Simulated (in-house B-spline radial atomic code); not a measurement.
Response of the osmium ion Os⁸⁺ as one setting changes: the share of exact exchange in a PBE hybrid. A dash marks a strongly mixed or unbound state. Computed with a B-spline radial code for spherical atoms: linear response of the closed shell [Xe] 4f14 with the functional's adiabatic kernel; scalar-relativistic (spin-free one-electron X2C), finite nucleus, no spin-orbit coupling, no double excitations, S, P, D and F terms only; shells from n = 3 respond. Only terms of natural parity with L up to 3 were computed.

Spin-orbit coupling is strong here, so these LS terms don't match observed levels.

```csv
share of exact exchange in a PBE hybrid,lowest 1P (eV),"lowest 3P, Tamm-Dancoff (eV)",minus highest occupied level (eV),α (bohr³)
0,-,5p → 5d 51.07,162.39,1.421
0.1,?,?,?,?
0.2,-,5p → 5d 51.05,164.62,1.419
0.3,?,?,?,?
0.4,-,5p → 5d 51.02,166.84,1.417
0.5,-,5p → 5d 51.01,167.96,1.416
0.6,-,5p → 5d 50.99,169.07,1.415
0.7,5p → 5d 61.47,5p → 5d 50.98,170.18,1.414
0.8,5p → 5d 61.63,5p → 5d 50.97,171.30,1.414
0.9,5p → 5d 61.77,5p → 5d 50.95,172.41,1.413
1,5p → 5d 61.90,5p → 5d 50.94,173.52,1.412
```

What belongs in the row for 0.3?

lowest 1P (eV): -; lowest 3P, Tamm-Dancoff (eV): 5p → 5d 51.03; minus highest occupied level (eV): 165.73; α (bohr³): 1.418.

What belongs in the row for 0.1?

lowest 1P (eV): -; lowest 3P, Tamm-Dancoff (eV): 5p → 5d 51.06; minus highest occupied level (eV): 163.51; α (bohr³): 1.42.
